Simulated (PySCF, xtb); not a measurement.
Relative energy of two structures of CHS2Si+

Structure X: a singlet given by its coordinates. Structure Y: `S=[SiH]C#[S+]`, a singlet. Both are isolated ions in the gas phase, relaxed with B3LYP-D3(BJ)/def2-SVP.

X (Å):

```xyz
5

C    -2.3127    0.5641   -0.2871
S    -2.3283    1.9658    0.6064
S    -1.3469   -0.1507   -1.4712
Si   -3.2005   -1.0814   -0.6473
H    -1.1987    2.5631    0.1233
```

Close contacts (Å): C1–S2 1.66, C1–S3 1.69, C1–Si4 1.90, S3–Si4 2.23, S2–H5 1.37.

Y (Å):

```xyz
5

C    -1.4993    1.3634    0.3144
S    -0.9912    2.5195    1.1360
S    -3.8470    1.0153   -1.6536
Si   -2.3459    0.1094   -0.8081
H    -1.6775   -1.2042   -0.7654
```

Estimate which is lower in electronic energy at CCSD(T)/def2-SVP + ΔMP2/def2-TZVPP, and by roughly how much.

The CCSD(T)/def2-SVP + ΔMP2/def2-TZVPP calculation puts structure X lower, by 11.2 kcal/mol.

Level by level:

| level | geometry | E(Y) − E(X) (kcal/mol) | departure from the last row (kcal/mol) | job, with rough time for the two |
| --- | --- | --- | --- | --- |
| GFN2-xTB | GFN2-xTB | −7.4 | −18.5 | optimisation, 0.28 s |
| HF/STO-3G | GFN2-xTB | +41.7 | +30.5 | single point, 1.6 s |
| r2SCAN-D4/def2-SVP | GFN2-xTB | +12.7 | +1.5 | single point, 13 s |
| B3LYP-D3(BJ)/def2-SVP | B3LYP-D3(BJ)/def2-SVP | +13.9 | +2.7 | optimisation, 51 s |
| HF/def2-SVP | B3LYP-D3(BJ)/def2-SVP | +13.3 | +2.1 | part of the CCSD(T) run |
| MP2/def2-SVP | B3LYP-D3(BJ)/def2-SVP | +4.7 | −6.5 | part of the CCSD(T) run |
| CCSD(T)/def2-SVP | B3LYP-D3(BJ)/def2-SVP | +8.2 | −3.0 | single point |
| CCSD(T)/def2-SVP + ΔMP2/def2-TZVPP | B3LYP-D3(BJ)/def2-SVP | +11.2 |  | single point, 26 s |

GFN2-xTB puts the two in the other order. The largest departure from CCSD(T)/def2-SVP + ΔMP2/def2-TZVPP is that of HF/STO-3G, 30.5 kcal/mol. The last row adds to CCSD(T) the change of the MP2 difference between the two basis sets, here +3.0 kcal/mol, a large step that makes the value less sure.

With thermal terms from frequencies at re-optimised GFN2-xTB minima (ideal gas, soft modes damped towards free rotors, one conformer each, 298.15 K, 1 atm): the zero-point term adds +0.1 kcal/mol; ΔH is +11.6 and ΔG +10.7 kcal/mol.

The T1 diagnostic of structures X and Y is large, so the coupled-cluster value is less sure. The correlated steps freeze 16 core orbitals. Programs: PySCF 2.14.0, xtb 6.7.1; the last row on 2 threads of Arm Neoverse V1 on a shared host.
